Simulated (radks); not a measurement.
Cd4+, configuration [Ar] 3d10 4s2 4p(1/2: 1, 3/2: 4) 4d(3/2: 4, 5/2: 5) (not the ground configuration).

Calculated with a radial shooting solver on a logarithmic mesh with Libxc functionals: Dirac Kohn-Sham, relativistic LDA (MacDonald-Vosko exchange, VWN5 correlation), spin-unpolarised, spherical densities, finite nucleus; Fermi nuclear charge, rms radius 4.6087 fm.

Energy parts (hartree):
part                        energy
total                  -5576.87794
kinetic                 5831.60660
electron-nucleus      -13438.67553
Hartree                 2170.31795
exchange-correlation    -140.12696

Orbitals (lengths in bohr, moments of r in powers of bohr; <r^-3> diverges for s and p1/2):
| orbital | occ. | eigenvalue (hartree) | <r^-3> | <r^4> | <r> | <1/r> | small-component weight |
|---|---|---|---|---|---|---|---|
| 1s1/2 | 2 | -970.8355 | - | 4.120e-06 | 0.03051 | 50.45 | 3.08e-02 |
| 2s1/2 | 2 | -146.1111 | - | 0.0007241 | 0.1317 | 11.66 | 6.47e-03 |
| 2p1/2 | 2 | -136.3808 | - | 0.0004682 | 0.1114 | 11.65 | 6.50e-03 |
| 2p3/2 | 4 | -129.3695 | 3729 | 0.0005427 | 0.1166 | 10.92 | 6.23e-03 |
| 3s1/2 | 2 | -28.94998 | - | 0.03341 | 0.3592 | 4.093 | 1.84e-03 |
| 3p1/2 | 2 | -25.01610 | - | 0.03272 | 0.3501 | 4.005 | 1.79e-03 |
| 3p3/2 | 4 | -23.76218 | 678.5 | 0.03678 | 0.3611 | 3.825 | 1.71e-03 |
| 3d3/2 | 4 | -16.73787 | 105.4 | 0.03245 | 0.3328 | 3.670 | 1.60e-03 |
| 3d5/2 | 6 | -16.48172 | 98.97 | 0.03368 | 0.3363 | 3.623 | 1.58e-03 |
| 4s1/2 | 2 | -5.89995 | - | 1.088 | 0.8696 | 1.603 | 4.93e-04 |
| 4p1/2 | 1 | -4.61313 | - | 1.444 | 0.9209 | 1.491 | 4.39e-04 |
| 4p3/2 | 4 | -4.38821 | 121.8 | 1.630 | 0.9492 | 1.435 | 4.17e-04 |
| 4d3/2 | 4 | -2.36448 | 13.22 | 3.934 | 1.136 | 1.168 | 2.91e-04 |
| 4d5/2 | 5 | -2.33305 | 12.32 | 4.093 | 1.148 | 1.154 | 2.86e-04 |

The highest occupied level is 4d5/2 at -63.485 eV. The density falls to 0.001 e/bohr^3 at r = 2.86 bohr. Summed over all electrons, <r^2> = 23.23 bohr^2, which gives a Langevin (diamagnetic) susceptibility term of -18.4 x 10^-6 cm^3/mol. The electron density at the nucleus is 1.577e+05 e/bohr^3.
